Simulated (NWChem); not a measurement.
Basis-set convergence for chlorotrifluoromethane (CClF$_{3}$)

SMILES: FC(F)(F)Cl
```xyz
5

F      0.8548     0.5647     1.0781
C      0.3553    -0.0246     0.0000
F      0.8548     0.5647    -1.0781
F      0.7258    -1.2981     0.0000
Cl    -1.4147     0.0980     0.0000
```
Charge 0, spin multiplicity 1.

Everything below was run with NWChem. All single points use one geometry, from B3LYP/def2-SVP, a minimum by its harmonic frequencies.

Quantity: first vertical ionisation energy at the level G0W0@PBE.

GW and range-separated runs recompute their integrals, the others keep them in memory, which bears on the times.

Costs are rough ratios of processor time within this set of runs, SCF included, with def2-SVPD as 1.

```csv
basis,functions,first vertical ionisation energy (eV),relative cost
def2-SVPD,116,(withheld),1
def2-TZVP,161,(withheld),under 3
def2-TZVPP,166,(withheld),under 3
def2-TZVPD,203,12.12,6
```

Question: Complete the blanks.

Answer: 
- def2-SVPD, first vertical ionisation energy (eV): 11.76
- def2-TZVP, first vertical ionisation energy (eV): 12.17
- def2-TZVPP, first vertical ionisation energy (eV): 12.20
